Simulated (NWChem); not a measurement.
All runs are NWChem calculations. System: F₂OS, charge 0, spin multiplicity 1, displaced from the optimised geometry. Level: B3LYP/cc-pVDZ, VWN1-RPA local correlation, spin-restricted.

The NWChem input:

```
start mol
memory heap 200 mb stack 900 mb global 1100 mb
geometry units angstroms nocenter noautoz noautosym
  O     -1.391745    -0.329653     0.000000
  S     -0.160358     0.411194     0.000000
  F      0.761094    -0.218993     1.168964
  F      1.221819    -0.534086    -1.753446
end
basis spherical
  * library cc-pvdz
end
dft
  xc b3lyp
  semidirect memsize 60000000 filesize 0
  iterations 100
end
task dft energy
```

NWChem printed:

```
             Northwest Computational Chemistry Package (NWChem) 7.3.0
             --------------------------------------------------------

                                NWChem Input Module
                                -------------------

 Scaling coordinates for geometry "geometry" by  1.889725989
 (inverse scale =  0.529177249)

                             Geometry "geometry" -> ""
                             -------------------------

 Output coordinates in angstroms (scale by  1.889725989 to convert to a.u.)

  No.       Tag          Charge          X              Y              Z
 ---- ---------------- ---------- -------------- -------------- --------------
    1 O                    8.0000    -1.39174500    -0.32965300     0.00000000
    2 S                   16.0000    -0.16035800     0.41119400     0.00000000
    3 F                    9.0000     0.76109400    -0.21899300     1.16896400
    4 F                    9.0000     1.22181900    -0.53408600    -1.75344600

 Effective nuclear repulsion energy (a.u.)     167.7305018158

            Nuclear Dipole moment (a.u.)
            ----------------------------
        X                 Y               Z
 ---------------- ---------------- ----------------
     7.8358036137    -5.3589435399    -9.9405974273


 Summary of "ao basis" -> "" (spherical)
 ------------------------------------------------------------------------------
       Tag                 Description            Shells   Functions and Types
 ---------------- ------------------------------  ------  ---------------------
 *                          cc-pvdz                   on all atoms

                                 NWChem DFT Module
                                 -----------------

 Summary of "ao basis" -> "ao basis" (spherical)
 ------------------------------------------------------------------------------
       Tag                 Description            Shells   Functions and Types
 ---------------- ------------------------------  ------  ---------------------
 O                          cc-pvdz                  6       14   3s2p1d
 S                          cc-pvdz                  8       18   4s3p1d
 F                          cc-pvdz                  6       14   3s2p1d

 Summary of "ao basis" -> "ao basis" (spherical)
 ------------------------------------------------------------------------------
       Tag                 Description            Shells   Functions and Types
 ---------------- ------------------------------  ------  ---------------------
 O                          cc-pvdz                  6       14   3s2p1d
 S                          cc-pvdz                  8       18   4s3p1d
 F                          cc-pvdz                  6       14   3s2p1d

            General Information
            -------------------
          SCF calculation type: DFT
          Wavefunction type:  closed shell.
          No. of atoms     :     4
          No. of electrons :    42
           Alpha electrons :    21
            Beta electrons :    21
          Charge           :     0
          Spin multiplicity:     1
          Use of symmetry is: off; symmetry adaption is: off
          Maximum number of iterations: 100
          AO basis - number of functions:    60
                     number of shells:    26
          Convergence on energy requested:  1.00D-06
          Convergence on density requested:  1.00D-05
          Convergence on gradient requested:  5.00D-04

              XC Information
[...]
 d= 0,ls=0.0,diis     4   -672.8688834103 -4.09D-01  9.83D-03  7.75D-01     2.2
 d= 0,ls=0.0,diis     5   -672.8954795089 -2.66D-02  1.11D-02  7.76D-01     2.4
 d= 0,ls=0.0,diis     6   -672.9700655933 -7.46D-02  2.43D-03  1.55D-01     2.5
  Resetting Diis
 d= 0,ls=0.0,diis     7   -672.9841485311 -1.41D-02  4.00D-04  1.69D-02     2.7
 d= 0,ls=0.0,diis     8   -672.9840221241  1.26D-04  6.69D-03  1.92D-02     2.9
 d= 0,ls=0.0,diis     9   -672.9512865971  3.27D-02  5.15D-03  2.98D-01     3.0
 d= 0,ls=0.0,diis    10   -672.9862053565 -3.49D-02  3.66D-04  1.37D-03     3.2
 d= 0,ls=0.0,diis    11   -672.9863456143 -1.40D-04  1.48D-04  1.59D-04     3.3
 d= 0,ls=0.0,diis    12   -672.9863590922 -1.35D-05  3.56D-05  2.94D-05     3.5
 d= 0,ls=0.0,diis    13   -672.9863621948 -3.10D-06  2.10D-05  5.95D-06     3.7
 d= 0,ls=0.0,diis    14   -672.9863629181 -7.23D-07  4.74D-06  2.08D-07     3.8

         Total DFT energy =     -672.986362918062
      One electron energy =    -1264.389295746978
           Coulomb energy =      478.804910306453
    Exchange-Corr. energy =      -55.132479293310
 Nuclear repulsion energy =      167.730501815773

 Numeric. integr. density =       42.000000746935

     Total iterative time =      3.1s

                       DFT Final Molecular Orbital Analysis
                       ------------------------------------

 Vector   19  Occ=2.000000D+00  E=-3.202232D-01
              MO Center=  6.3D-01, -3.3D-01, -1.2D+00, r^2= 2.5D+00
   Bfn.  Coefficient  Atom+Function         Bfn.  Coefficient  Atom+Function
  ----- ------------  ---------------      ----- ------------  ---------------
    52      0.414716  4 F  pz                50     -0.299017  4 F  px
    55      0.299451  4 F  pz                 5      0.224816  1 O  py
    53     -0.214532  4 F  px                23     -0.180987  2 S  py
     8      0.175957  1 O  py                26     -0.164444  2 S  py
    51      0.164577  4 F  py                 6      0.140327  1 O  pz

 Vector   20  Occ=2.000000D+00  E=-3.074976D-01
              MO Center=  1.2D+00, -5.3D-01, -1.7D+00, r^2= 5.2D-01
   Bfn.  Coefficient  Atom+Function         Bfn.  Coefficient  Atom+Function
  ----- ------------  ---------------      ----- ------------  ---------------
    50      0.548267  4 F  px                53      0.395534  4 F  px
    52      0.326452  4 F  pz                55      0.235207  4 F  pz
    51      0.184428  4 F  py                54      0.132776  4 F  py
    25      0.081367  2 S  px                 3      0.057371  1 O  s
     6     -0.038233  1 O  pz                18     -0.038253  2 S  s

 Vector   21  Occ=2.000000D+00  E=-3.073247D-01
              MO Center=  1.2D+00, -5.2D-01, -1.7D+00, r^2= 5.3D-01
   Bfn.  Coefficient  Atom+Function         Bfn.  Coefficient  Atom+Function
  ----- ------------  ---------------      ----- ------------  ---------------
    51      0.596837  4 F  py                54      0.431154  4 F  py
    52     -0.289516  4 F  pz                55     -0.209576  4 F  pz
    18     -0.079170  2 S  s                 27     -0.060056  2 S  pz
     3      0.040137  1 O  s                 35      0.038231  3 F  s
    26      0.037969  2 S  py                23     -0.034593  2 S  py

 Vector   22  Occ=0.000000D+00  E=-1.807860D-01
              MO Center=  3.1D-03,  3.4D-02, -4.0D-01, r^2= 2.6D+00
   Bfn.  Coefficient  Atom+Function         Bfn.  Coefficient  Atom+Function
  ----- ------------  ---------------      ----- ------------  ---------------
    24      0.379949  2 S  pz                27      0.293051  2 S  pz
    23      0.276075  2 S  py                52      0.257949  4 F  pz
     6     -0.254835  1 O  pz                22     -0.228029  2 S  px
     9     -0.222209  1 O  pz                50     -0.211929  4 F  px
    26      0.209301  2 S  py                55      0.199044  4 F  pz

 Vector   23  Occ=0.000000D+00  E=-7.317802D-02
              MO Center= -1.3D-01,  2.9D-01,  9.9D-02, r^2= 1.9D+00
   Bfn.  Coefficient  Atom+Function         Bfn.  Coefficient  Atom+Function
  ----- ------------  ---------------      ----- ------------  ---------------
    27      0.476635  2 S  pz                25      0.394072  2 S  px
    35     -0.371956  3 F  s                 24      0.369690  2 S  pz
    22      0.319209  2 S  px                38      0.260205  3 F  pz
    26     -0.251148  2 S  py                23     -0.236027  2 S  py
    41      0.235147  3 F  pz                 9     -0.216364  1 O  pz

 Vector   24  Occ=0.000000D+00  E= 1.212763D-02
              MO Center= -2.3D-01,  3.1D-01,  4.4D-02, r^2= 2.1D+00
   Bfn.  Coefficient  Atom+Function         Bfn.  Coefficient  Atom+Function
  ----- ------------  ---------------      ----- ------------  ---------------
    25      0.779191  2 S  px                 3      0.741952  1 O  s
    18     -0.684086  2 S  s                 26      0.540343  2 S  py
     7      0.373862  1 O  px                 4      0.296735  1 O  px
    23      0.261397  2 S  py                22      0.236542  2 S  px
    28      0.194138  2 S  d -2               8      0.193092  1 O  py

 center of mass
 --------------
 x =   0.22607922 y =  -0.14142299 z =  -0.24410209

 moments of inertia (a.u.)
 ------------------
         342.577297689340          34.154529632313          80.244928951967
          34.154529632313         545.938395365284         -43.200306923816
          80.244928951967         -43.200306923816         296.158472674522

     Multipole analysis of the density
     ---------------------------------

     L   x y z        total         alpha         beta         nuclear
     -   - - -        -----         -----         ----         -------
     0   0 0 0     -0.000000    -21.000000    -21.000000     42.000000

     1   1 0 0     -0.693975     -4.264889     -4.264889      7.835804
     1   0 1 0      1.082107      3.220525      3.220525     -5.358944
     1   0 0 1      0.969112      5.454855      5.454855     -9.940597

     2   2 0 0    -22.641589    -73.021679    -73.021679    123.401769
     2   1 1 0      0.257533      8.623873      8.623873    -16.990213
     2   1 0 1      2.290415     21.275867     21.275867    -40.261320
     2   0 2 0    -19.017679    -21.246051    -21.246051     23.474423
     2   0 1 1     -0.982081    -11.426468    -11.426468     21.870856
     2   0 0 2    -23.356167    -83.044817    -83.044817    142.733467

 Task  times  cpu:        3.8s     wall:        3.8s

 Total times  cpu:        3.8s     wall:        3.8s
```
